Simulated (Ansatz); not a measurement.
`[NH2][SnH2][NH2]` + H₂ → `[NH2][SnH3]` + NH₃ at 700 K and 1 bar (hydrogenolysis of the Sn–N bond).

Program: Ansatz. Geometries: PBE0-D4/def2-TZVP. ΔE: electronic, gas phase. CCSD(T)/CBS adds triple-zeta CCSD(T) − MP2 to the extrapolated MP2 energy (def2 sets, frozen cores). This one scheme is used for every species. Elements past krypton have def2 core potentials. For Sn outer-core shells are correlated without core-valence functions, which leaves a few kJ/mol of doubt a bond. One conformer a species, not always the lowest.

| species | CCSD(T)/CBS energy (Eh) | H − E (kJ/mol) | S (J/(mol·K)) |
| --- | --- | --- | --- |
| `[NH2][SnH2][NH2]` | -327.04207 | 237.7 | 424.4 |
| H₂ | -1.17544 | 46.8 | 155.3 |
| `[NH2][SnH3]` | -271.71442 | 171.8 | 369.2 |
| NH₃ | -56.50880 | 116.9 | 226.5 |

H − E and S are ideal-gas, rigid-rotor, harmonic terms from PBE0-D4/def2-TZVP, for one conformer and one mirror image of each species. The MP2-based limit puts H₂ 0.8 mEh under its directly extrapolated value; such offsets cancel only in part. 1 Eh = 2625.50 kJ/mol, R = 8.31446 J/(mol·K).

By hand: ΔE, ΔH, ΔS and ΔG.

ΔE = (-271.71442) + (-56.50880) − (-327.04207) − (-1.17544) = -0.00571 Eh = -15.0 kJ/mol. Δ(H − E) = 171.8 + 116.9 − 237.7 − 46.8 = 4.2, so ΔH = -10.8 kJ/mol. ΔS = 369.2 + 226.5 − 424.4 − 155.3 = 16.0 J/(mol·K). ΔG = -10.8 − 700 × (16.0)/1000 = -22.0 kJ/mol.

By hand: the equilibrium constant, and the temperature at which ΔG would vanish if ΔH and ΔS stayed fixed.

log₁₀ K = −ΔG/(RT ln 10) = 1.6. ΔH and −TΔS have one sign here, so there is no such temperature.

TΔS isn't small against ΔH here. A doubt of 5 kJ/mol in ΔE shifts log₁₀ K by 0.4 here. Other conformers and mirror images would add mixing entropy, several J/(mol·K) or more a flexible species. These are equilibria of isolated gas molecules and say nothing of rates. Largest T1 diagnostic: 0.013 (customary marks: 0.02 for closed shells, 0.045 for open ones).
